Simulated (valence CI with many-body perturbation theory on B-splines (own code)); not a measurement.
Results of a calculation; reference values are marked as such.
Sensitivity of CI+MBPT for Ag XVI

Level of theory: configuration interaction combined with many-body perturbation theory (CI+MBPT): four valence electrons over a frozen Dirac-Fock core [Ar] 3d10, radial functions for each j: 6 s, 6 p, 5 d, 3 f, 1 g, with the one-electron correlation potential Σ1, the two-electron term Σ2, the three-electron term Σ3, Breit, model QED; selected CI, second order for the rest, scaled by the run's own slope (own B-spline code, finite nucleus).

No measured levels were compared; by estimate levels hold to about 250 cm⁻¹ or 0.2 % of their energy and the worst to 1 %, as in measured heavy ions of charge 2 to 7; those with d or f electrons hold less well.

The reference run has the lowest level 4s²4p² ³P_0 and an ionisation energy of 381.545 eV. Its largest variational space holds 10002 state functions.

Names give the largest LS component (configuration and term), which can be under half, so a name can repeat, a term be missing and a line seem to break the LS rules; names also repeat where a configuration has a term twice.

Changed runs:
A. Breit term on → off; QED terms on → off; lowest core n in screening and Σ2 1 → 1
B. scale of Σ2 1 → 0.8
C. size limit of the variational space 10000 → 3000; second order for the rest on → off
D. start configuration 4s2 4p2 → 4s2 4p3 (bad on purpose)

Excitation energies of the reference run in cm⁻¹, and shifts in cm⁻¹:

```
                 Level  Reference       A       B        C
           4s²4p² ³P_1      43303    +699     -82      +48
           4s²4p² ³P_2      57441    +779     -38      +85
           4s²4p² ¹D_2     112645   +1450     -75      +89
           4s²4p² ¹S_0     150401   +1394     +77     +3.9
           4s4p³ ⁵S°_2     309777   +1486    -704     +132
           4s4p³ ³D°_1     369788   +1383    -194     +164
           4s4p³ ³D°_2     376944   +1677    -353     +263
           4s4p³ ³D°_3     393765   +1972    -366     +362
           4s4p³ ³P°_0     426117   +1853    -136     +4.3
           4s4p³ ³P°_1     432688   +1995     -87     +177
           4s4p³ ³P°_2     438518   +2044     -54     +359
           4s4p³ ³S°_1     483965   +1727   +1390     +260
Ionisation energy (eV)    381.545  +0.244  +0.019  -0.0006
```

Run D: It gave no result: the electrons of core and valence do not add up to the charge. The program said: "core and valence hold 33 electrons, the ion has 32".
